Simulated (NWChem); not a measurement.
CH₇OPSi; SMILES CO[SiH2]P

```xyz
11

Si     0.8770     0.0438    -0.0050
P     -0.5394    -1.7485    -0.0886
O      0.0768     1.4407    -0.4876
C     -1.0750     1.9241     0.1776
H      2.0586    -0.0639    -0.9213
H      1.3414     0.1457     1.4295
H      0.5167    -2.6364     0.3324
H     -0.2917    -1.9879    -1.4875
H     -0.8575     2.2207     1.2303
H     -1.4432     2.8204    -0.3622
H     -1.8971     1.1713     0.1989
```
Atoms are numbered in this order, from 1.

Level: PBE-D3(BJ)/def2-SVP (NWChem), optimised geometry, unscaled harmonic frequencies. 

Q: List the harmonic frequencies with IR intensities, and the thermochemistry.

A: 
```json
[
 {"frequency (cm⁻¹)": "84", "IR intensity (km/mol)": "3.4"},
 {"frequency (cm⁻¹)": "102", "IR intensity (km/mol)": "0.2"},
 {"frequency (cm⁻¹)": "126", "IR intensity (km/mol)": "5.8"},
 {"frequency (cm⁻¹)": "170", "IR intensity (km/mol)": "6.2"},
 {"frequency (cm⁻¹)": "255", "IR intensity (km/mol)": "3.7"},
 {"frequency (cm⁻¹)": "419", "IR intensity (km/mol)": "11.2"},
 {"frequency (cm⁻¹)": "456", "IR intensity (km/mol)": "14.7"},
 {"frequency (cm⁻¹)": "621", "IR intensity (km/mol)": "16.2"},
 {"frequency (cm⁻¹)": "686", "IR intensity (km/mol)": "27.1"},
 {"frequency (cm⁻¹)": "738", "IR intensity (km/mol)": "7.0"},
 {"frequency (cm⁻¹)": "745", "IR intensity (km/mol)": "35.0"},
 {"frequency (cm⁻¹)": "855", "IR intensity (km/mol)": "297.9"},
 {"frequency (cm⁻¹)": "901", "IR intensity (km/mol)": "99.5"},
 {"frequency (cm⁻¹)": "1044", "IR intensity (km/mol)": "16.6"},
 {"frequency (cm⁻¹)": "1116", "IR intensity (km/mol)": "155.5"},
 {"frequency (cm⁻¹)": "1135", "IR intensity (km/mol)": "1.2"},
 {"frequency (cm⁻¹)": "1168", "IR intensity (km/mol)": "74.9"},
 {"frequency (cm⁻¹)": "1420", "IR intensity (km/mol)": "3.9"},
 {"frequency (cm⁻¹)": "1422", "IR intensity (km/mol)": "1.6"},
 {"frequency (cm⁻¹)": "1426", "IR intensity (km/mol)": "12.7"},
 {"frequency (cm⁻¹)": "2125", "IR intensity (km/mol)": "117.2"},
 {"frequency (cm⁻¹)": "2188", "IR intensity (km/mol)": "100.4"},
 {"frequency (cm⁻¹)": "2311", "IR intensity (km/mol)": "34.7"},
 {"frequency (cm⁻¹)": "2332", "IR intensity (km/mol)": "43.1"},
 {"frequency (cm⁻¹)": "2915", "IR intensity (km/mol)": "62.1"},
 {"frequency (cm⁻¹)": "2984", "IR intensity (km/mol)": "37.5"},
 {"frequency (cm⁻¹)": "3043", "IR intensity (km/mol)": "27.3"}
]
```

```
Item                                                                                Value
-----------------------------------------------------------------------  ----------------
zero-point energy                                                           46.8 kcal/mol
thermal correction to the enthalpy at 298.15 K (with zero-point energy)     52.0 kcal/mol
heat capacity Cv                                                         24.0 cal/(mol K)
entropy at 298.15 K and 1 atm (symmetry number 1)                        84.0 cal/(mol K)
dipole moment                                                                      0.37 D
```

Rigid rotor and harmonic oscillator; modes under 100 cm⁻¹ make the entropy uncertain.
